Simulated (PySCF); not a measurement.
Fill in the blanks.

Species: 3-ethylcyclopentene, C7H12.
SMILES with atom numbers: `[CH3:1][CH2:2][C@@H:3]1[CH:4]=[CH:5][CH2:6][CH2:7]1` (hydrogens: H8, H9, H10 on C1; H11, H12 on C2; H13 on C3; H14 on C4; H15 on C5; H16, H17 on C6; H18, H19 on C7)

Cartesian coordinates in Å at the GFN2-xTB level; atoms count from 1:
```xyz
19
C7H12 angstrom
C      1.8639   -0.6407    0.1296
C      1.4309    0.7011   -0.4482
C     -0.0782    0.9656   -0.3234
C     -0.5458    0.8594    1.1001
C     -1.3793   -0.1478    1.2862
C     -1.6431   -0.9098    0.0237
C     -0.9598   -0.0632   -1.0645
H      1.5930   -0.7091    1.1805
H      1.3903   -1.4637   -0.3989
H      2.9422   -0.7564    0.0421
H      1.9640    1.5011    0.0720
H      1.7095    0.7505   -1.5039
H     -0.2612    1.9754   -0.7084
H     -0.1899    1.5409    1.8544
H     -1.8326   -0.4368    2.2194
H     -1.2140   -1.9130    0.0928
H     -2.7127   -1.0274   -0.1593
H     -0.3730   -0.6747   -1.7474
H     -1.7142    0.4577   -1.6542
```

```csv
property,level,value
"rotational constants A, B, C of the GFN2-xTB geometry",GFN2-xTB,"4.159, 2.185, 2.081 GHz"
dipole moment,PBE0/def2-SVPD,?
HOMO energy,PBE0/def2-SVPD,-6.87 eV
LUMO energy,PBE0/def2-SVPD,?
lowest singlet excitation,TDDFT PBE0/def2-SVPD,"6.53 eV (190 nm, f = 0.052)"
strongest line among the 6 lowest singlet transitions,TDDFT PBE0/def2-SVPD,"S2 at 6.84 eV (181 nm, f = 0.148)"
lowest triplet excitation (Tamm–Dancoff),TDA PBE0/def2-SVPD,4.34 eV
static isotropic polarisability,PBE0/def2-SVPD,79.0 au
electronic spatial extent ⟨r²⟩ about the centre of nuclear charge,PBE0/def2-SVPD,761 bohr²
13C chemical shifts (computed TMS as zero) by class,GIAO PBE0/pcSseg-1,"141.0 (C4), 139.0 (C5), 49.7 (C3), 38.0 (C6), 30.9 (C2), 29.3 (C7), 8.8 (C1) ppm"
1H chemical shifts (computed TMS as zero) by class,GIAO PBE0/pcSseg-1,?
```

Gas-phase values; electronic properties from PySCF, density fitting. The structure is a single GFN2-xTB conformer in the gas phase; no vibrational or solvent corrections. NMR classes are plain means over equivalent atoms (diastereotopic ones count apart unless rotation or inversion swaps them), as if these changed places fast; in this geometry the members of some classes differ.

Task: The LUMO energy?

Result: 0.50 eV.

Task: What are the 1H chemical shifts (computed TMS as zero) by class?

Result: 5.95 (H15), 5.67 (H14), 3.12 (H13), 2.51 (H17), 2.48 (H16), 2.16 (H19), 1.53 (H18), 1.52 (H11), 1.44 (H12), 0.81 (H8/H9/H10) ppm.

Task: Give the dipole moment.

Result: 0.17 D.

The rotational constants make it an asymmetric top with κ = (2B − A − C)/(A − C) = -0.90, nearer the prolate limit (−1). The vertical singlet–triplet gap S1 − T1 is 2.19 eV (TDDFT singlet less Tamm–Dancoff triplet; S1: HOMO→LUMO, weight 0.52, beside HOMO→LUMO+1, weight 0.46; T1: HOMO→LUMO, weight 0.76). With B = h/(8π²I), that is 505.379 GHz u Å² over I, the principal moments of inertia are 121.5, 231.3 and 242.9 u Å² (most abundant isotopes); the inertial defect Ic − Ia − Ib is -109.9 u Å² (zero for a rigid planar frame, negative otherwise). The dipole equals about 0.6 × 10⁻³⁰ C·m (1 D = 3.33564 × 10⁻³⁰ C·m).
